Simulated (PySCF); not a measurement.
H5Si2 (SMILES [SiH2][SiH3]), doublet, at the geometry of the source list. Base run: PBE/6-31G** run with PySCF.

PySCF was given this input:
```python
from pyscf import gto, scf, dft

mol = gto.M(
    atom='''
Si    1.296700   -0.125900    0.268400
Si   -0.952300    0.080300    0.018700
H     2.186800    0.952300   -0.183700
H     1.986000   -1.370600   -0.075600
H    -1.632300   -0.348100    1.250100
H    -1.298400    1.487400   -0.207600
H    -1.586600   -0.675400   -1.070200
''',
    basis='6-31g**',
    charge=0,
    spin=1,
    verbose=4,
)

mf = dft.UKS(mol)
mf.xc = 'pbe'
mf.kernel()
```

The base run was repeated with changes; each row names its change, and settings that it needs were set with it.

```json
[
 {"change": "base", "ΔE vs base (µEh)": "0.0", "SCF cycles": "9", "<S^2>": "0.753"},
 {"change": "diis_space = 20", "ΔE vs base (µEh)": "0.0", "SCF cycles": "9", "<S^2>": "0.753"},
 {"change": "init_guess = huckel", "ΔE vs base (µEh)": "0.0", "SCF cycles": "10", "<S^2>": "0.753"},
 {"change": "init_guess = atom", "ΔE vs base (µEh)": "0.0", "SCF cycles": "9", "<S^2>": "0.753"},
 {"change": "DIIS = ADIIS", "ΔE vs base (µEh)": "0.0", "SCF cycles": "12", "<S^2>": "0.753"},
 {"change": "diis = off; damp = 0.3 (with mf.diis_start_cycle = 200; with mf.max_cycle = 150)", "ΔE vs base (µEh)": "0.0", "SCF cycles": "13", "<S^2>": "0.753"},
 {"change": "conv_tol = 1e-6", "ΔE vs base (µEh)": "0.0", "SCF cycles": "6", "<S^2>": "0.753"},
 {"change": "init_guess = mod_huckel", "ΔE vs base (µEh)": "0.0", "SCF cycles": "10", "<S^2>": "0.753"},
 {"change": "level_shift = 1.0 (with mf.max_cycle = 100)", "ΔE vs base (µEh)": "0.0", "SCF cycles": "41", "<S^2>": "0.753"},
 {"change": "diis = off; damp = 0.6 (with mf.diis_start_cycle = 200; with mf.max_cycle = 150)", "ΔE vs base (µEh)": "0.0", "SCF cycles": "20", "<S^2>": "0.753"},
 {"change": "damp = 0.5; diis_start_cycle = 5", "ΔE vs base (µEh)": "0.0", "SCF cycles": "10", "<S^2>": "0.753"},
 {"change": "DIIS = EDIIS", "ΔE vs base (µEh)": "0.0", "SCF cycles": "30", "<S^2>": "0.753"},
 {"change": "init_guess = vsap", "ΔE vs base (µEh)": "0.0", "SCF cycles": "10", "<S^2>": "0.753"}
]
```

Open shells are given as the SCF converged; they aren't shown to be the lowest states, and a large step between rows can be another state.
